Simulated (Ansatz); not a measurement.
Relaxation of GeH$_{6}$O$_{3}$S (11 atoms, charge 0, multiplicity 1), to a largest force component of 0.03 eV/Å in at most 50 steps.

These are results of RKS PBE-D4/def2-SVP (Ansatz 0.2.0), not measurements.

```xyz
11
Properties=species:S:1:pos:R:3
Ge 0.163 0.494 -0.419
O 0.097 -0.791 2.269
H -0.265 0.000 2.719
O 1.745 -0.352 -0.130
H 1.743 -1.249 -0.517
H 0.009 1.003 -1.872
O -1.214 -0.577 -0.107
H -1.030 -0.908 0.815
S 0.428 2.101 1.136
H 1.780 1.986 0.988
H 0.884 -0.383 1.813
```

Where does it end, and by what steps?

It converged. After 9 steps the energy has fallen by 0.210 eV; H11 moved furthest, 0.60 Å.

```csv
step,energy less start (eV),largest force component (eV/Å),accepted
0,0.0000,0.589,yes
1,-0.1063,0.504,yes
2,-0.1610,0.374,yes
3,-0.1665,0.969,yes
4,-0.1976,0.297,yes
5,-0.1048,0.833,no
6,-0.2069,0.186,yes
7,-0.2091,0.063,yes
8,-0.2083,0.132,no
9,-0.2100,0.023,yes
```

```xyz
11
Properties=species:S:1:pos:R:3
Ge 0.152 0.530 -0.410
O 0.013 -0.909 2.339
H 0.049 0.032 2.613
O 1.675 -0.362 0.062
H 1.864 -1.085 -0.568
H 0.121 0.850 -1.923
O -1.272 -0.455 -0.035
H -1.104 -0.767 0.901
S 0.333 2.303 0.964
H 1.690 2.164 0.977
H 0.821 -0.977 1.775
```

Whether the end is a true minimum wasn't checked by a vibrational analysis.

Time of the run: 13 s on 4 threads of Arm Neoverse V2, on a shared host, peak memory 0.18 GiB.
